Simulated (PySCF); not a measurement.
C₂H₆AlClO, SMILES CC[O][AlH][Cl].

Geometry: ωB97X-D3(BJ)/def2-SVP. The structure was generated by enumeration; whether it is a known compound was not checked. One conformer was computed; it need not be the lowest.

Level of theory: ωB97X-D3(BJ)/def2-SVP in PySCF.

Frequencies are harmonic and unscaled.

```tsv
mode	ν (cm⁻¹)	IR (km/mol)	Raman (Å⁴/amu)	depolarisation	moving atoms (share of kinetic energy)
1	39	0.5	0.4	0.75	H 45 %, C 38 %, Cl 10 %
2	76	3.6	0.8	0.71	C 38 %, Cl 37 %, H 16 %
3	114	6.1	1.2	0.75	O 34 %, H 25 %, Al 24 %, C 15 %
4	238	14.4	1.1	0.73	H 33 %, O 29 %, Al 20 %, Cl 14 %
5	301	6.3	0.4	0.65	H 67 %, O 18 %
6	446	3.0	0.2	0.07	O 39 %, H 31 %, C 28 %
7	488	166.6	2.8	0.75	H 75 %, Al 17 %
8	525	53.3	7.5	0.16	Al 45 %, Cl 43 %
9	663	81.5	12.5	0.74	H 83 %, C 9 %
10	755	193.7	6.4	0.08	Al 43 %, H 24 %, C 17 %, O 15 %
11	813	0.3	0.3	0.75	H 91 %
12	961	23.1	5.7	0.72	H 47 %, C 36 %, O 12 %
13	1119	7.3	4.3	0.31	C 54 %, H 44 %
14	1184	9.6	0.6	0.72	H 59 %, C 37 %
15	1247	322.4	2.4	0.34	O 49 %, C 37 %, H 11 %
16	1320	17.8	9.0	0.74	H 90 %
17	1388	1.7	1.2	0.50	H 80 %, C 19 %
18	1433	38.0	3.9	0.56	H 70 %, C 29 %
19	1470	6.2	19.1	0.71	H 97 %
20	1486	0.3	19.2	0.74	H 95 %
21	1515	2.0	6.5	0.74	H 92 %
22	2050	141.7	130.6	0.16	H 96 %
23	3046	66.4	92.6	0.14	H 94 %
24	3062	9.6	146.5	0.02	H 97 %
25	3102	33.7	126.9	0.62	H 90 %, C 10 %
26	3161	24.9	41.0	0.61	H 90 %, C 10 %
27	3163	21.1	69.5	0.73	H 90 %, C 10 %
```
